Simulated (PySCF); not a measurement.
# Cr(2+) (chromium, charge +2): r2SCAN calculation

Configuration: [Ar] 3d4, high-spin 5D determinant. Calculation: PySCF 2.14, in x2c-QZVPPall with one added diffuse shell each of s, p, d, f, g type (12s8p6d4f3g, 121 functions); scalar relativity by spin-free X2C-1e.

```json
{"Total energy": "-1049.891 hartree", "One-electron energy": "-1428.448 hartree", "Hartree (Coulomb) energy": "427.214 hartree", "Exchange-correlation energy": "-48.657 hartree", "⟨S²⟩": "6.0006", "⟨L²⟩": "6.009", "Sum of ⟨r⟩": "14.61 bohr", "Sum of ⟨r²⟩": "16.39 bohr²", "Traceless quadrupole moment −½Σ⟨3z² − r²⟩ along its main axis": "-0.519 e·bohr²", "Langevin diamagnetic susceptibility": "-13.0 ×10⁻⁶ cm³/mol"}
```

| shell | electrons | mean orbital energy (hartree) | spread (hartree) | rms radius, mean of both spins (bohr) |
| --- | --- | --- | --- | --- |
| 1s β | 1 | -217.51856 | 0 | 0.0735 |
| 1s α | 1 | -217.51736 | 0 | 0.0735 |
| 2s α | 1 | -25.59411 | 0 | 0.318 |
| 2s β | 1 | -25.52147 | 0 | 0.318 |
| 2p α | 3 | -21.57631 | 0.01355 | 0.288 |
| 2p β | 3 | -21.52045 | 0.02826 | 0.288 |
| 3s α | 1 | -3.64902 | 0 | 0.966 |
| 3s β | 1 | -3.46467 | 0 | 0.966 |
| 3p α | 3 | -2.55294 | 0.00745 | 1.04 |
| 3p β | 3 | -2.36603 | 0.06589 | 1.04 |
| 3d α | 4 | -0.89897 | 0.05798 | 1.35 |

Densities and radii are taken from the X2C orbitals without a picture-change correction, which distorts them close to the nucleus.
